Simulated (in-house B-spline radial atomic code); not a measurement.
How numerical settings move a run on F3+, [He] 2s2 2p2. Computed with a B-spline radial code for spherical atoms: non-relativistic OLYP, spherical fractional occupations, point nucleus.

Command:
```bash
python run_scf.py task.json out
```
Settings of the sound reference run:
```
Z                9
electrons        6
configuration    [He] 2s2 2p2
hamiltonian      nr
method           optx,lyp
spin_polarised   False
knot_spacing     0.22
spline_order     8
gauss_points     12
box_radius       16.22
max_iterations   70
damping          0.5
damped_steps     3
diis_vectors     10
tolerance        1e-08
start            Thomas-Fermi
```

Run time, properties included: 0.23 s on 1 thread of Arm Neoverse N1, with other jobs on the host.

It converges in 9 iterations to -95.367383 hartree, with 2p at -72.7331 eV. The other runs change the listed settings, some to values that make no sense; their results aren't properties of the atom or ion. Radii are in bohr (the nuclear one in fm), a minus after a letter asks for a j subshell, and «unchanged» means within 1e-8 hartree. The run stops when the residual is below 10 × tolerance × max(1, Z/10), or a noise floor if that is larger, and the energy moves by less than 1e-8 × √|E| hartree; so very loose and very tight tolerances often act alike.

```tsv
changed settings	outcome
knot_spacing = 0.15	converged in 8 iterations, energy -1.38e-06 hartree from the reference, 2p level +3.2e-05 eV
diis_vectors = 0	converged in 20 iterations, energy unchanged
knot_spacing = 2	converged in 8 iterations, energy +3.01e+00 hartree from the reference, 2p level -1.9e+00 eV (the program warns: 1s reaches the box edge; 2s reaches the box edge)
hamiltonian = dirac, method = tpss,tpss, nucleus = fermi, rms_radius = 2.8976, mass_number = 19, atomic_mass = 18.9984, speed_of_light = 137.036	stopped with error: meta-GGAs are not served with the Dirac Hamiltonian
knot_spacing = 0.55	converged in 8 iterations, energy +4.77e-04 hartree from the reference, 2p level -4.4e-04 eV
knot_spacing = 1	converged in 8 iterations, energy +8.81e-02 hartree from the reference, 2p level -1.2e-01 eV
damped_steps = 8	converged in 13 iterations, energy unchanged
diis_vectors = 20	converged in 9 iterations, energy unchanged
box_radius = 2.43, max_iterations = 12, tolerance = 0.0001	converged in 7 iterations, energy +6.66e-02 hartree from the reference, 2p level +1.6e+00 eV (the program warns: 2p reaches the box edge; 2s reaches the box edge)
diis_vectors = 1	converged in 14 iterations, energy unchanged, 2p level +2.7e-06 eV
diis_vectors = 2	converged in 9 iterations, energy unchanged, 2p level -3.3e-07 eV
electrons = 7, configuration = [He] 2s2 2p2 3p-1, max_iterations = 50	stopped with error: j subshells need the Dirac Hamiltonian and l > 0
spline_order = 5, gauss_points = 16, box_radius = 1.62, max_iterations = 50, tolerance = 1e-05	converged in 7 iterations, energy +1.23e+00 hartree from the reference, 2p level +1.6e+01 eV (the program warns: 2p reaches the box edge; 2s reaches the box edge)
knot_spacing = 0.4, max_iterations = 60, damped_steps = 1, start = bare nucleus	converged in 8 iterations, energy +7.85e-05 hartree from the reference, 2p level -5.6e-04 eV
knot_spacing = 0.3	converged in 9 iterations, energy +5.98e-06 hartree from the reference, 2p level -3.6e-05 eV
```

What happens with electrons = 14, configuration = [He] 2s2 2p2 4s2 4p6, max_iterations = 60?

Converged in 14 iterations to -95.4232 hartree, a different physical problem (warning: 4s has a positive eigenvalue: unbound, held by the box).

What happens with damped_steps = 1?

Converged in 7 iterations, energy unchanged, 2p level -4.6e-07 eV.

What happens with knot_spacing = 0.75?

Converged in 8 iterations, energy +1.95e-02 hartree from the reference, 2p level -4.7e-02 eV.

What happens with damped_steps = 0?

Converged in 7 iterations, energy unchanged.
